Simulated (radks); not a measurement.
The numbers below are computed, except where a source is named.
Polarisability of the silicon ion Si+, [Ne] 3s2 3p1, at imaginary frequency. Code: a radial shooting solver on a logarithmic mesh with Libxc functionals. Model: scalar-relativistic Kohn-Sham, LB94 model potential, spin-polarised, spherical densities, finite nucleus; open shells are filled with parallel spins first; Fermi nuclear charge, rms radius 3.1224 fm. Response by self-consistent Sternheimer equations with the Hartree and adiabatic LDA kernel, the relativistic mass of each level held fixed and spin-orbit coupling left out.

w (hartree)  alpha1(iw) (bohr^3)
0.00266                    18.15
0.0143                     18.12
0.0360                     17.97
0.0697                     17.51
0.118                      16.43
0.186                      14.44
0.280                      11.52
0.413                      8.153
0.605                      5.108
0.892                      2.878
1.35                       1.492
2.12                      0.7252
3.59                      0.3315
6.94                      0.1298
17.5                     0.02978

Static values: alpha1 = 18.15 bohr^3 (2.689 angstrom^3; uncoupled 29.67). C6 = 92.94, triple-dipole C9 = 1247 atomic units. One-pole (London) frequency 4 C6 / (3 alpha1^2) = 0.376 hartree, against 0.593 for minus the highest occupied eigenvalue.
